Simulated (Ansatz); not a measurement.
Ideal-gas functions of AlF$_{3}$H$_{2}$O (`[OH2+][Al-]([F])([F])[F]`) at 298.15 K and 1 bar, from an Ansatz frequency run at PBE0-D4/def2-TZVP.

Molar mass 101.99 g/mol, point group Cs (symmetry number 1), electronic degeneracy 1, moments of inertia 141.535, 145.829, 159.667 u Å². Harmonic wavenumbers (cm⁻¹, unscaled): 121, 155, 187, 242, 250, 288, 467, 502, 678, 678, 903, 910, 1627, 3796, 3886.

Use S(trans) = R[1.5 ln M + 2.5 ln T − 1.1517]; rotational temperatures θ = 24.2544 K / I; S(rot) = R[ln(√π/σ · √(T³/θAθBθC)) + 1.5]; for each mode x = 1.438777 ν̃/T, S = R[x/(eˣ − 1) − ln(1 − e⁻ˣ)] and H = RT x/(eˣ − 1); 1 cm⁻¹ = 0.0119627 kJ/mol; R = 8.31446 J/(mol·K).

By hand: the entropy, in J/(mol·K).

Translation 166.5. Rotation: θ = 0.1714, 0.1663, 0.1519 K, giving 110.9. Vibration, mode by mode: 12.90, 10.92, 9.44, 7.48, 7.24, 6.22, 3.12, 2.73, 1.39, 1.39, 0.58, 0.56, 0.03, 0.00, 0.00, in all 64.0. Electronic 0.0. Sum 341.4 J/(mol·K).

By hand: H − E and G − E in kJ/mol, counted from the electronic energy.

Zero-point energy ½ × 14690 × 0.0119627 = 87.9; thermal vibration 10.9; translation, rotation and pV give 4 RT = 9.9. H − E = 108.7 kJ/mol, and G − E = 108.7 − 298.15 × 341.4/1000 = 6.9 kJ/mol.

Vibration gives 19 % of the entropy, 12.9 J/(mol·K) of it from the mode under 150 cm⁻¹: soft modes count most, and the harmonic formula is weakest for them. The sum counts one conformer and one mirror image; others add a mixing term.
